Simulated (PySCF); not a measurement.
Identify the unknown among the candidates.

All candidates are C4H5F3O.

- Dipole: 1.72 D [CAM-B3LYP/def2-SVPD]
- UV, first state: lowest singlet excitation: 6.30 eV (197 nm, f = 0.033) [TDDFT CAM-B3LYP/def2-SVPD]
- Triplet: lowest triplet excitation (Tamm–Dancoff): 4.24 eV [TDA CAM-B3LYP/def2-SVPD]
- Rotational structure: rotational constants A, B, C: 3.855, 1.283, 1.217 GHz [GFN2-xTB]
- UV, strongest line: among the 8 lowest singlet transitions: S2 at 7.35 eV (169 nm, f = 0.376) [TDDFT CAM-B3LYP/def2-SVPD]
- Polarisability: 56.2 au [CAM-B3LYP/def2-SVPD]

Gas-phase values; electronic properties from PySCF, density fitting. Levels stand in brackets. The structure is a single GFN2-xTB conformer in the gas phase; no vibrational or solvent corrections.

Question: Which candidate is it?
A. `C[C@@H](F)[C@@H](F)C(=O)F`
B. `FC[C@]1(C(F)F)CO1`
C. `OC/C=C\C(F)(F)F`

Answer: C. It is `OC/C=C\C(F)(F)F`. Numbering: `[OH:1][CH2:2]/[CH:3]=[CH:4]\[C:5]([F:6])([F:7])[F:8]`. Its formula, C4H5F3O, gives 1 degree of unsaturation: 0 rings and 1 π bond in the structure found. The optimised geometry has point group C1 and is an asymmetric top.

The others, at the same levels:
- `C[C@@H](F)[C@@H](F)C(=O)F` fails: its computed lowest singlet excitation is 5.76 eV (215 nm, f = 0.004) (against 6.30 eV), lowest triplet excitation (Tamm–Dancoff) is 5.15 eV (against 4.24 eV) and strongest line among the 8 lowest singlet transitions is S6 at 9.36 eV (132 nm, f = 0.076) (against S2 at 7.35 eV).
- `FC[C@]1(C(F)F)CO1` fails: its computed lowest singlet excitation is 8.15 eV (152 nm, f = 0.001) (against 6.30 eV), lowest triplet excitation (Tamm–Dancoff) is 7.84 eV (against 4.24 eV) and strongest line among the 8 lowest singlet transitions is S5 at 9.10 eV (136 nm, f = 0.053) (against S2 at 7.35 eV).

Each candidate is one conformer, not necessarily the lowest. Dipoles, sizes and rotational constants follow the conformer. The torsions of the flexible species, by atom-mapped SMILES:
- `[OH:1][CH2:2]/[CH:3]=[CH:4]\[C:5]([F:6])([F:7])[F:8]`: O1–C2–C3–C4 -104°, C3–C4–C5–F6 55°, H–O1–C2–C3 70°
- `[CH3:1][C@@H:2]([F:3])[C@@H:4]([F:5])[C:6](=[O:7])[F:8]`: C1–C2–C4–F5 63°, C2–C4–C6–O7 107°
- `[F:1][CH2:2][C@:3]1([CH:4]([F:5])[F:6])[CH2:7][O:8]1`: F1–C2–C3–C4 160°, C2–C3–C4–F5 -75°
